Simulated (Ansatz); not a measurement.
Consider the hydrogenolysis of a Ge–Si bond: `[F][GeH2][SiH2][SiH3]` + H₂ → `[F][GeH3]` + disilane.

Program: Ansatz. Geometries: PBE0-D4/def2-TZVP. ΔE: electronic, gas phase. CBS: MP2 limit from def2 TZ/QZ plus the TZ coupled-cluster correction, frozen cores. This one scheme is used for every species. Functionals use def2-TZVPP. For Ge outer-core shells are correlated without core-valence functions, which leaves a few kJ/mol of doubt a bond. Scalar relativity is left out up to krypton. Each species was taken in one conformer, which may not be the lowest.

| species | r2SCAN-D4 energy (Eh) |
| --- | --- |
| `[F][GeH2][SiH2][SiH3]` | -2760.02878 |
| H₂ | -1.17130 |
| `[F][GeH3]` | -2178.66481 |
| `[SiH3][SiH3]` | -582.53313 |

**Question.** Work out ΔE.

**Answer.** ΔE = (-2178.66481) + (-582.53313) − (-2760.02878) − (-1.17130) = 0.00214 Eh = +1.3 kcal/mol. CCSD(T)/CBS gives +0.4 kcal/mol.

Largest T1 diagnostic among the species: 0.013.

The D4 term adds +2.7 kcal/mol with B3LYP and +1.5 kcal/mol with PBE0; it sums over pairs of atoms, weighted by their polarisabilities, and B3LYP, whose exchange is more repulsive, gets the larger term. In def2-TZVPP, CCSD(T) changes the Hartree–Fock value by +7.0 kcal/mol (the triples alone add +1.3 kcal/mol) and MP2 by +7.7 kcal/mol. From PBE to PBE0 (25 % exact exchange), in def2-TZVPP and without D4, ΔE moves by −1.4 kcal/mol.

B3LYP here is the variant with VWN-RPA as its local correlation; programs differ in this.
